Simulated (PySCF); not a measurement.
PySCF input (M06-2X/def2-TZVPD):

```python
from pyscf import gto, scf, dft

mol = gto.M(
    atom='''
    C    -2.21653888   -0.07656247   -0.05631835
    C    -0.73395441   -0.15614238    0.10388420
    C    -0.00797173   -0.97803240    0.91582098
    C     1.41478801   -0.79456615    0.82612956
    C     1.68639938    0.17654419   -0.06797626
    S     0.33071720    0.88891058   -0.81368150
    H    -2.60284328    0.91101247    0.20531910
    H    -2.69087305   -0.80689452    0.60050035
    H    -2.52857337   -0.29345511   -1.08032108
    H    -0.46832377   -1.70586370    1.57110457
    H     2.14280402   -1.35481308    1.39306031
    ''',
    basis='def2-tzvpd',
    charge=0,
    spin=1,
    verbose=4,
)

mf = dft.UKS(mol, xc='m062x').density_fit(auxbasis='def2-universal-jkfit')
mf.grids.level = 4
mf.conv_tol = 1e-9
mf.max_cycle = 100
mf.max_memory = 1500
mf.kernel()
if not mf.converged:
    mf = mf.newton()
    mf.kernel(mf.make_rdm1())
for _ in range(2):
    mo, _, stable, _ = mf.stability(return_status=True)
    if stable:
        break
    mf.kernel(mf.make_rdm1(mo, mf.mo_occ))
mf.analyze()
```

Output:

```
PySCF version 2.14.0

[INPUT] verbose = 4
[INPUT] num. atoms = 11
[INPUT] num. electrons = 51
[INPUT] charge = 0
[INPUT] spin (= nelec alpha-beta = 2S) = 1
[INPUT] symmetry False subgroup None
[INPUT] Mole.unit = angstrom
[INPUT] Symbol           X                Y                Z      unit          X                Y                Z       unit  Magmom
[INPUT]  1 C     -2.216538880000  -0.076562470000  -0.056318350000 AA   -4.188651427650  -0.144682099720  -0.106426257287 Bohr   0.0
[INPUT]  2 C     -0.733954410000  -0.156142380000   0.103884200000 AA   -1.386972822817  -0.295066334638   0.196312686670 Bohr   0.0
[INPUT]  3 C     -0.007971730000  -0.978032400000   0.915820980000 AA   -0.015064386439  -1.848213376951   1.730650831331 Bohr   0.0
[INPUT]  4 C      1.414788010000  -0.794566150000   0.826129560000 AA    2.673561863218  -1.501512411350   1.561158611807 Bohr   0.0
[INPUT]  5 C      1.686399380000   0.176544190000  -0.067976260000 AA    3.186832964836   0.333620167983  -0.128456514372 Bohr   0.0
[INPUT]  6 S      0.330717200000   0.888910580000  -0.813681500000 AA    0.624964932683   1.679797545428  -1.537635187625 Bohr   0.0
[INPUT]  7 H     -2.602843280000   0.911012470000   0.205319100000 AA   -4.918660944365   1.721564064364   0.387996867142 Bohr   0.0
[INPUT]  8 H     -2.690873050000  -0.806894520000   0.600500350000 AA   -5.085013100473  -1.524809654212   1.134781199205 Bohr   0.0
[INPUT]  9 H     -2.528573370000  -0.293455110000  -1.080321080000 AA   -4.778311155169  -0.554549787754  -2.041510967794 Bohr   0.0
[INPUT] 10 H     -0.468323770000  -1.705863700000   1.571104570000 AA   -0.885003662924  -3.223615198837   2.968957350353 Bohr   0.0
[INPUT] 11 H      2.142804020000  -1.354813080000   1.393060310000 AA    4.049312736417  -2.560225671178   2.632502460902 Bohr   0.0

nuclear repulsion = 262.105107555904
number of shells = 106
number of NR pGTOs = 387
number of NR cGTOs = 276
basis = def2-tzvpd
ecp = {}

******** <class 'pyscf.df.df_jk.DFUKS'> ********
method = DFUKS
initial guess = minao
damping factor = 0
level_shift factor = 0
DIIS = <class 'pyscf.scf.diis.CDIIS'>
diis_start_cycle = 1
diis_space = 8
diis_damp = 0
SCF conv_tol = 1e-09
SCF conv_tol_grad = None
SCF max_cycles = 100
direct_scf = False
number electrons alpha = 26  beta = 25
XC library pyscf.dft.libxc version 7.1.2
    S. Lehtola, C. Steigemann, M. J. T. Oliveira, and M. A. L. Marques,  SoftwareX 7, 1–5 (2018)
XC functionals = m062x
    Y. Zhao and D. G. Truhlar,  Theor. Chem. Acc. 120, 215 (2008)
    Y. Zhao and D. G. Truhlar,  Theor. Chem. Acc. 120, 215 (2008)
radial grids:
    Treutler-Ahlrichs [JCP 102, 346 (1995); DOI:10.1063/1.469408] (M4) radial grids

becke partition: Becke, JCP 88, 2547 (1988); DOI:10.1063/1.454033
pruning grids: <function nwchem_prune>
grids dens level: 4
symmetrized grids: False
atomic radii adjust function: <function treutler_atomic_radii_adjust>
small_rho_cutoff = 0
Set gradient conv threshold to 3.16228e-05
tot grids = 250272
******** <class 'pyscf.df.df.DF'> ********
[...]
  beta  nocc = 25  HOMO = -0.279902798743496  LUMO = -0.0791061117388487
  HOMO = -0.279902798743  LUMO = -0.0791061117388  gap/eV = 5.46396
Extra cycle  E= -591.610751765636  delta_E= -4.89e-11  |g|= 5.07e-06  |ddm|= 3.46e-05
converged SCF energy = -591.610751765636  <S^2> = 0.76424989  2S+1 = 2.0141995
uhf_internal: lowest eigs of H = [0.10803055 0.21574359 0.22653543]
<class 'pyscf.df.df_jk.DFUKS'> wavefunction is stable in the internal stability analysis
**** SCF Summaries ****
Total Energy =                        -591.610751765635541
Nuclear Repulsion Energy =             262.105107555903885
One-electron Energy =                -1329.338386859201137
Two-electron Energy =                  475.622527537661767
Two-electron Coulomb Energy =          530.211805864180405
DFT Exchange-Correlation Energy =      -54.589278326518667
HOMO-LUMO gap [eV] =                     5.463956161620577
**** MO energy ****
                             alpha | beta                alpha | beta
MO #1   energy= -89.9340573222441  | -89.9337468332803  occ= 1 | 1
MO #2   energy= -10.5942040149592  | -10.5834672605055  occ= 1 | 1
MO #3   energy= -10.5780397717818  | -10.5778146614858  occ= 1 | 1
MO #4   energy= -10.5478837323117  | -10.5477707643183  occ= 1 | 1
MO #5   energy= -10.5477695081308  | -10.5476841037203  occ= 1 | 1
MO #6   energy= -10.5471606836413  | -10.5465651129568  occ= 1 | 1
MO #7   energy= -8.29178571909758  | -8.29145736074166  occ= 1 | 1
MO #8   energy= -6.21124400908313  | -6.21053288576214  occ= 1 | 1
MO #9   energy= -6.20887723222344  | -6.20884127948222  occ= 1 | 1
MO #10  energy= -6.20727791413771  | -6.20736477755731  occ= 1 | 1
MO #11  energy= -0.990965906775962 | -0.98196137169953  occ= 1 | 1
MO #12  energy= -0.866049450399029 | -0.859198280578571 occ= 1 | 1
MO #13  energy= -0.829376615428814 | -0.823482317100726 occ= 1 | 1
MO #14  energy= -0.765707062168147 | -0.754588922885372 occ= 1 | 1
MO #15  energy= -0.620640171744589 | -0.614098873179809 occ= 1 | 1
MO #16  energy= -0.61788516304839  | -0.605340655520593 occ= 1 | 1
MO #17  energy= -0.560383612625955 | -0.541017864519418 occ= 1 | 1
MO #18  energy= -0.503732914779577 | -0.503351258940304 occ= 1 | 1
MO #19  energy= -0.492453921911158 | -0.487779960405249 occ= 1 | 1
MO #20  energy= -0.453812570348482 | -0.447254374357106 occ= 1 | 1
MO #21  energy= -0.450347379877326 | -0.440246090453089 occ= 1 | 1
MO #22  energy= -0.44382420839423  | -0.43564392717348  occ= 1 | 1
MO #23  energy= -0.404800500447877 | -0.401981560740111 occ= 1 | 1
MO #24  energy= -0.33753259383197  | -0.309558722853875 occ= 1 | 1
MO #25  energy= -0.30890032570254  | -0.279902798743496 occ= 1 | 1
MO #26  energy= -0.29304765931009  | -0.0791061117388487 occ= 1 | 0
MO #27  energy= 0.00836773056115258 | 0.0129156712598468 occ= 0 | 0
MO #28  energy= 0.0123140704774024 | 0.0189805893955031 occ= 0 | 0
MO #29  energy= 0.0236296449939728 | 0.0285597884246622 occ= 0 | 0
MO #30  energy= 0.029349821116962  | 0.0306391252323647 occ= 0 | 0
MO #31  energy= 0.0432703057510202 | 0.0441245885036396 occ= 0 | 0
MO #32  energy= 0.0464008425991067 | 0.0478122584401393 occ= 0 | 0
MO #33  energy= 0.055196224970531  | 0.0602754331285841 occ= 0 | 0
MO #34  energy= 0.0640651247267879 | 0.0647262957535718 occ= 0 | 0
MO #35  energy= 0.0768686615325207 | 0.0818386573865263 occ= 0 | 0
MO #36  energy= 0.0799887598261566 | 0.0822717092880872 occ= 0 | 0
MO #37  energy= 0.103214802064659  | 0.100922988443711  occ= 0 | 0
MO #38  energy= 0.110487536607112  | 0.110779334689785  occ= 0 | 0
MO #39  energy= 0.115894130813675  | 0.113948789376081  occ= 0 | 0
MO #40  energy= 0.130858312429113  | 0.129939039678757  occ= 0 | 0
MO #41  energy= 0.135203819228185  | 0.135505990666839  occ= 0 | 0
MO #42  energy= 0.139884823068532  | 0.139621693296185  occ= 0 | 0
MO #43  energy= 0.161958439062815  | 0.165049553593061  occ= 0 | 0
MO #44  energy= 0.175594223672165  | 0.169319625460984  occ= 0 | 0
MO #45  energy= 0.178635732425397  | 0.174580083618734  occ= 0 | 0
MO #46  energy= 0.187610497285262  | 0.182352594789245  occ= 0 | 0
MO #47  energy= 0.194204215782119  | 0.191799709575018  occ= 0 | 0
MO #48  energy= 0.195151011123014  | 0.19550430037898   occ= 0 | 0
MO #49  energy= 0.20598784250497   | 0.205931568249757  occ= 0 | 0
MO #50  energy= 0.211293882506807  | 0.213099134233575  occ= 0 | 0
MO #51  energy= 0.224673121462953  | 0.221123265457405  occ= 0 | 0
MO #52  energy= 0.227054799531036  | 0.224447256843608  occ= 0 | 0
MO #53  energy= 0.241142751642762  | 0.235349378095571  occ= 0 | 0
MO #54  energy= 0.246123723537627  | 0.235460403163889  occ= 0 | 0
MO #55  energy= 0.247730484113722  | 0.246523668303684  occ= 0 | 0
MO #56  energy= 0.257425614932729  | 0.25446066227026   occ= 0 | 0
MO #57  energy= 0.269444018122578  | 0.261107776655361  occ= 0 | 0
MO #58  energy= 0.271402018915823  | 0.261156224708713  occ= 0 | 0
MO #59  energy= 0.276858909513633  | 0.269555290122671  occ= 0 | 0
MO #60  energy= 0.284062905324199  | 0.281840659327212  occ= 0 | 0
MO #61  energy= 0.291290518006641  | 0.286857393255396  occ= 0 | 0
MO #62  energy= 0.295404324393639  | 0.297054973136911  occ= 0 | 0
MO #63  energy= 0.29833920275221   | 0.297370924160031  occ= 0 | 0
MO #64  energy= 0.305873166385568  | 0.302945736408622  occ= 0 | 0
MO #65  energy= 0.309876863460942  | 0.309931692486277  occ= 0 | 0
MO #66  energy= 0.327438162153959  | 0.325932425350461  occ= 0 | 0
MO #67  energy= 0.332713863050474  | 0.330321123490834  occ= 0 | 0
MO #68  energy= 0.344025087385995  | 0.337073482082595  occ= 0 | 0
MO #69  energy= 0.346265457928358  | 0.343841113844323  occ= 0 | 0
MO #70  energy= 0.352135894444539  | 0.346340673139224  occ= 0 | 0
MO #71  energy= 0.355626385680607  | 0.35212738597875   occ= 0 | 0
MO #72  energy= 0.36358627979765   | 0.364609364344527  occ= 0 | 0
MO #73  energy= 0.372394305342241  | 0.370174761979643  occ= 0 | 0
MO #74  energy= 0.374293471551621  | 0.373193354360238  occ= 0 | 0
MO #75  energy= 0.381177664184198  | 0.382977892701349  occ= 0 | 0
MO #76  energy= 0.39012631332797   | 0.38719361717819   occ= 0 | 0
MO #77  energy= 0.392824777549661  | 0.393346274028339  occ= 0 | 0
MO #78  energy= 0.394061864629843  | 0.395439402014297  occ= 0 | 0
MO #79  energy= 0.405466337188033  | 0.405515727801193  occ= 0 | 0
MO #80  energy= 0.413463750810414  | 0.412875195981843  occ= 0 | 0
MO #81  energy= 0.429138402574566  | 0.416738086584724  occ= 0 | 0
MO #82  energy= 0.434978741606403  | 0.434161439738198  occ= 0 | 0
MO #83  energy= 0.440150525902243  | 0.439770072977827  occ= 0 | 0
MO #84  energy= 0.458351531992587  | 0.445915526151343  occ= 0 | 0
MO #85  energy= 0.460644646074046  | 0.456556524842913  occ= 0 | 0
MO #86  energy= 0.463108550260701  | 0.461738283571599  occ= 0 | 0
MO #87  energy= 0.474820861191754  | 0.47518266276677   occ= 0 | 0
MO #88  energy= 0.483370932415706  | 0.477006601063441  occ= 0 | 0
MO #89  energy= 0.502530418439195  | 0.498218723696432  occ= 0 | 0
MO #90  energy= 0.508207429672966  | 0.499563404802019  occ= 0 | 0
MO #91  energy= 0.517091722296308  | 0.508656509688805  occ= 0 | 0
MO #92  energy= 0.532620041055222  | 0.533559171936114  occ= 0 | 0
MO #93  energy= 0.533700245792087  | 0.533960538898517  occ= 0 | 0
MO #94  energy= 0.550315311468731  | 0.54697285036878   occ= 0 | 0
MO #95  energy= 0.551503206805457  | 0.554050804506814  occ= 0 | 0
MO #96  energy= 0.554910873749463  | 0.555621078791704  occ= 0 | 0
MO #97  energy= 0.585843140594746  | 0.581793797415818  occ= 0 | 0
MO #98  energy= 0.593971204206886  | 0.589819873817566  occ= 0 | 0
MO #99  energy= 0.600749304794812  | 0.59626802164701   occ= 0 | 0
MO #100 energy= 0.603459778169666  | 0.602141556405076  occ= 0 | 0
MO #101 energy= 0.645294326675924  | 0.639319568911292  occ= 0 | 0
MO #102 energy= 0.647254933468247  | 0.64491595921046   occ= 0 | 0
MO #103 energy= 0.656604582818427  | 0.652375048259975  occ= 0 | 0
MO #104 energy= 0.658740813996319  | 0.658689300690099  occ= 0 | 0
[...]
```

It need not be the lowest isomer of its formula.
